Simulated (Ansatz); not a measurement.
`C[O][Al]([OH])[Br]`, relaxed with RKS PBE-D4/def2-SVP in the Gaussian-basis code of Ansatz from a rough embedded geometry. The force threshold is 0.03 eV/Å; the program also tests the step.

Charge 0, multiplicity 1.

Start:

```xyz
9

C    -0.064    1.472    0.366
O    -0.116    0.337    1.165
Al   -0.199   -1.218    0.134
O     1.322   -2.072   -0.291
Br   -2.312   -2.100   -0.480
H    -1.005    1.490   -0.320
H    -0.036    2.357    0.948
H     0.809    1.405   -0.303
H     1.601   -1.672   -1.219
```

By how much does the energy fall, and how many steps does the optimiser take? (An estimate is asked.)

Ansatz gave: 1.07 eV, in 15 steps, 2 of them rejected.

Which bonds change most? (Best estimate.)

Computed: O2–Al3 from 1.868 to 1.698 Å; Al3–Br5 from 2.371 to 2.267 Å; Al3–O4 from 1.795 to 1.706 Å; O4–H9 from 1.048 to 0.970 Å.

Give the relaxed structure. (Estimate.)

Ansatz gave: 
```xyz
9

C    -0.220    1.669    0.372
O     0.504    0.477    0.211
Al    0.150   -1.119   -0.247
O     1.455   -2.218   -0.297
Br   -1.975   -1.722   -0.756
H    -1.313    1.548    0.191
H    -0.090    2.063    1.405
H     0.154    2.448   -0.330
H     1.334   -3.146   -0.549
```
